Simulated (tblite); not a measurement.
Compound: C₄H₁₃BN₂Si.
Numbering: `[CH2:1]=[CH:2][Si@@H:3]([NH2:4])[NH:5][B:6]([CH3:7])[CH3:8]` (hydrogens: H9, H10 on C1; H11 on C2; H12 on Si3; H13, H14 on N4; H15 on N5; H16, H17, H18 on C7; H19, H20, H21 on C8)

Structure used (GFN2-xTB), in Å, numbered top down from 1:
```xyz
21
C4H13BN2Si angstrom
C      2.350   -1.371   -0.828
C      1.970   -1.120    0.415
Si     1.158    0.486    0.983
N      2.211    1.781    0.529
N     -0.307    0.859    0.113
B     -1.509    0.158   -0.029
C     -1.714   -1.245    0.682
C     -2.690    0.783   -0.894
H      2.225   -0.641   -1.610
H      2.800   -2.307   -1.123
H      2.120   -1.892    1.161
H      0.852    0.396    2.423
H      3.195    1.671    0.712
H      1.932    2.724    0.749
H     -0.252    1.738   -0.383
H     -2.528   -1.202    1.404
H     -0.827   -1.590    1.206
H     -1.988   -2.013   -0.040
H     -3.051    0.082   -1.643
H     -3.545    1.020   -0.262
H     -2.409    1.699   -1.412
```

All values are computed: GFN2-xTB (tblite) harmonic vibrations without scaling, gas phase. The method is semi-empirical: single wavenumbers can be off by several per cent or more. Modes of hydrogen on silicon can be 10 to 20 % off. One conformer, not necessarily the lowest. The optimisation stopped once no atom felt more than 0.01 eV/Å.

Lowest wavenumbers of the output (negative numbers stand for imaginary wavenumbers):
```
mode    cm-1
  1     -73.1
  2     -41.8
  3      35.1
  4      42.5
  5      77.2
  6     123.8
  7     166.1
  8     180.8
```

Question: Is this structure a minimum?

Answer: No. 2 modes are imaginary beyond 20i (73i and 42i cm⁻¹), so at this level the point lies at or near a saddle of order 2.

Question: Which atoms move in the imaginary modes?

Answer: 73i: H16 (methyl hydrogen) 31 %, H18 (methyl hydrogen) 29 %, H17 (methyl hydrogen) 21 %; 42i: C1 (terminal =CH2 carbon) 42 %, H9 (vinylic hydrogen) 21 %, H11 (vinylic hydrogen) 11 %. These are shares of the mass-weighted motion.

Question: What is the remedy?

Answer: Step along such a mode in both directions, optimise again with tighter thresholds and repeat the frequencies. The zero-point energy of this point (106.1 kcal/mol) counts the 55 real modes alone, and thermal corrections from it aren't those of a minimum.
